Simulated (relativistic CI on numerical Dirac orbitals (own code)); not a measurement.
Calculated at this level of theory: Dirac-Coulomb-Breit CI, orbitals from a KLI potential per configuration, model QED (radiative potential, 1s self-energy scaled to tabulated hydrogen-like ionisation energies), unscaled Slater integrals (own radial code, finite nucleus).

The strongest absorption lines from the ground level of an ion, among the configurations computed and to levels below about 231 eV (vacuum wavelength in Å, gf): 68.200 (0.023), 68.834 (0.18), 69.355 (0.045), 69.496 (0.11), 91.095 (11), 107.50 (0.2), 110.08 (1), 116.42 (0.015).

Question: Which ion is it?
A. I⁷⁺
B. La¹¹⁺
C. Cs⁹⁺
D. La⁹⁺

Answer: B. La¹¹⁺ has 46 electrons and the ground level 4s2 4p6 4d10 1S_0; the strongest line goes to 4s2 4p6 4d9 4f 1P°_1. The pattern of lines fixes the number of electrons, and along that sequence the line energies rise steadily with the charge (about as its square where n changes within one kind of shell, about linearly where n is kept but much faster in heavy ions where fine structure, which grows about as Z⁴, sets the gap, and irregularly where shells cross), which fixes Z. Configurations outside the model, such as inner-shell arrays, can give stronger lines. At this charge energies of transitions that change n are usually good to better than 1 %, and those within a shell (Δn = 0) to a few per cent. Levels and lines within the n = 5 or 6 shells can be off by up to 10 % or somewhat more, and those that change n by about 2 %, since core polarisation is missing.

LS names give the leading component of a level, which can be under half, so a name can repeat, a term be missing and a line seem to break the LS rules.
